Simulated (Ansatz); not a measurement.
A nudged elastic band was laid between two geometries of Ge2H8OSn (12 atoms, charge 0, multiplicity 1).

Theory: Ansatz 0.2.0, RHF/def2-SVP.

```
movable images  : 7
climbing image  : from the first iteration
spring          : 5.0 eV/Å²
optimiser       : fire
start path      : IDPP
force threshold : 0.03 eV/Å
iteration limit : 54
end points      : relaxed
```

Image 0:

```xyz
12
Properties=species:S:1:pos:R:3
O -2.181 1.505 -0.544
Ge -0.928 1.710 0.697
Sn 0.296 -0.602 1.110
Ge 1.266 -1.581 -1.147
H -1.893 1.355 -1.430
H -1.684 2.198 1.934
H 0.066 2.791 0.235
H -0.816 -1.721 1.776
H 1.577 -0.394 2.230
H 2.316 -0.625 -1.732
H 0.138 -1.742 -2.178
H 1.921 -2.950 -0.916
```

Image 8:

```xyz
12
Properties=species:S:1:pos:R:3
O -2.693 0.307 -0.309
Ge -1.509 1.293 0.574
Sn 0.647 -0.152 1.103
Ge 1.707 -1.156 -1.103
H -2.479 0.066 -1.197
H -2.240 1.727 1.846
H -1.154 2.530 -0.270
H 0.233 -1.430 2.165
H 1.817 0.825 1.889
H 2.927 -2.028 -0.777
H 2.149 -0.022 -2.041
H 0.672 -2.015 -1.846
```

**Question.** What changes between the two ends?

**Answer.** No bond is made or broken. The dihedral Ge2–Sn3–Ge4–H10 goes from 62 to -178°. The two ends are copies of one structure, up to a mirror image or an exchange of like atoms.

**Question.** What energy profile does the band end with?

**Answer.** The run converged. The highest image is number 4 of 0 to 8, 0.019 eV above the ends, which have the same energy within 2 meV. Another band between the same ends (7 images) ends at a top of the same energy, where a vibrational analysis finds 1 clearly imaginary mode.

| image | path coordinate (Å) | energy (eV) | dihedral Ge2–Sn3–Ge4–H10 (°) |
| --- | --- | --- | --- |
| 0 | 0.00 | 0.000 | 62 |
| 1 | 0.60 | 0.002 | 77 |
| 2 | 1.20 | 0.008 | 92 |
| 3 | 1.80 | 0.015 | 107 |
| 4 | 2.40 | 0.019 | 122 |
| 5 | 3.00 | 0.016 | 137 |
| 6 | 3.61 | 0.010 | 152 |
| 7 | 4.21 | 0.003 | 167 |
| 8 | 4.81 | 0.000 | -178 |

**Question.** What is the geometry of the highest image?

**Answer.** 
```xyz
12
Properties=species:S:1:pos:R:3
O -2.638 0.613 -0.326
Ge -1.379 1.423 0.628
Sn 0.601 -0.269 1.098
Ge 1.598 -1.282 -1.143
H -2.432 0.410 -1.225
H -2.087 1.864 1.910
H -0.878 2.660 -0.140
H 0.034 -1.544 2.091
H 1.853 0.532 1.953
H 3.097 -0.969 -1.255
H 0.897 -0.688 -2.376
H 1.411 -2.805 -1.180
```

The band took 25 iterations and of the order of 24 core-minutes.

Time of the run: 13 min on 2 threads of Arm Neoverse V1, with other jobs on the host, peak memory 0.5 GiB.
